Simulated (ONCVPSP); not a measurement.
## What one change does to a pseudopotential (tungsten (W), ONCV)

```
Element                 : W (Z = 74)
Generator               : ONCVPSP 4.0.1
Type                    : optimised norm-conserving Vanderbilt (ONCV)
Functional              : PBE
Relativity              : scalar-relativistic
Frozen core             : [Kr] 4d10
Valence charge          : 28
Reference configuration : 4f14 5s2 5p6 5d4 6s0.5 (charge +1.5)
Partial waves           : 5s+6s: rc 1.75 bohr, ncon 3, nbas 8, qcut 5.9 1/bohr, 3 projectors, debl 3.7 Ha; 5p: rc 1.25 bohr, ncon 4, nbas 9, qcut 6.1 1/bohr, 1 projector; 5d: rc 2.15 bohr, ncon 3, nbas 8, qcut 8.8 1/bohr, 2 projectors, debl 1.1 Ha; 4f: rc 0.60 bohr, ncon 4, nbas 8, qcut 25.9 1/bohr, 2 projectors, debl 3.8 Ha
Local potential         : polynomial inside 0.55 bohr (lpopt 4, dvloc0 0 Ha)
Core correction         : Teter function, fcfact 2.75, rcfact 1.4
```

Change: all radii but the core radius scaled by about 1.17 (s 2.04, p 1.46, d 2.50, f 0.70 bohr); local potential polynomial inside 0.64 bohr (lpopt 4, dvloc0 0 Ha).

Cutoffs: the cutoffs (Ha) at which the residual kinetic energy of the hardest occupied pseudo-wave falls to 1 and 0.1 mHa per electron; they do not see the model core or the augmentation charge, which bear on the density cutoff. Errors are all-electron minus pseudo energies relative to the spin-unpolarised reference configuration.

Problem. How do hardness, ghosts and transferability respond?

Solution. The potential gets softer (309 Ha and 401 Ha → 274 Ha and 300 Ha); both files keep a bound ghost (p, s); of the 4 tests that both files solve, the error grows in 0 and shrinks in 2 by more than 15 % and 0.3 meV (median size 2.5 → 2.6 meV). A larger radius leaves more room for a smooth pseudo-wave, so fewer plane waves are needed.

| quantity | base | changed |
| --- | --- | --- |
| cutoff, loose | 309 Ha | 274 Ha |
| cutoff, tight | 401 Ha | 300 Ha |
| loose cutoff by channel | s 13 Ha, p 115 Ha, d 15 Ha, f 309 Ha | s 10 Ha, p 24 Ha, d 14 Ha, f 274 Ha |
| bound ghosts | s, p | s, p |
| GHOST(+) flags under 300 eV | d at 112.5 eV, d at 122.9 eV | none |
| error for 4f14 5s2 5p6 5d4 6s2, meV [ΔE -15.84 eV] | +1.0 | +0.2 |
| error for 4f14 5s2 5p6 5d4 6s1, meV [ΔE -6.95 eV] | +1.6 | +1.4 |
| error for 4f14 5s2 5p6 5d4 6s0, meV [ΔE 8.73 eV] | -3.4 | -3.7 |
| error for 4f14 5s2 5p6 5d3 6s0, meV [ΔE 34.11 eV] | -6.6 | -4.3 |
| rms error of d²Exc/dni dnj with the model core, mHa | 3.40 | 3.63 |

 A true bound ghost makes a file unfit for plane-wave use even where its test errors are small: the radial tests pick states by their node count and pass the ghost by.
